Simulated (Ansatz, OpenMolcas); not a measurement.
## How basis sets differ on CuCl (cuprous chloride)

CuCl: 2 atoms, total charge 0, spin state singlet. SMILES: `[Cl][Cu]`. The coordinates come from a PBE0-D4/def2-TZVP relaxation.

```xyz
2

Cl    0.8983   -0.3452    0.4464
Cu   -0.8688    0.2850   -0.4424
```

Quantity: the HOMO–LUMO gap, in eV. The values are calculated.

| level | kind | program | value (eV) | CPU time |
| --- | --- | --- | --- | --- |
| HF/STO-3G | Hartree–Fock | Ansatz | 10.21 | 0.71 s |
| HF/3-21G | Hartree–Fock | OpenMolcas | 9.55 | 2.2 s |
| HF/def2-SVP | Hartree–Fock | OpenMolcas | 10.23 | 2.8 s |
| HF/cc-pV(D+d)Z | Hartree–Fock | Ansatz | 10.19 | 1.7 s |
| HF/def2-TZVP | Hartree–Fock | Ansatz | 10.53 | 0.9 s |
| HF/cc-pVTZ | Hartree–Fock | Ansatz | 10.22 | 4.9 s |
| HF/cc-pV(T+d)Z | Hartree–Fock | Ansatz | 10.22 | 2.5 s |
| HF/cc-pV(Q+d)Z | Hartree–Fock | Ansatz | 10.24 | 5.5 s |
| HF/cc-pV(5+d)Z | Hartree–Fock | Ansatz | 10.20 | 14 s |

The values span 9.55 to 10.53 eV. A Hartree–Fock LUMO above zero doesn't converge with the basis: it sinks as sets grow more diffuse. Orbital gaps aren't excitation energies. Times are those of the runs behind each value, whatever else they computed, on shared processors of several kinds: orders of magnitude only.
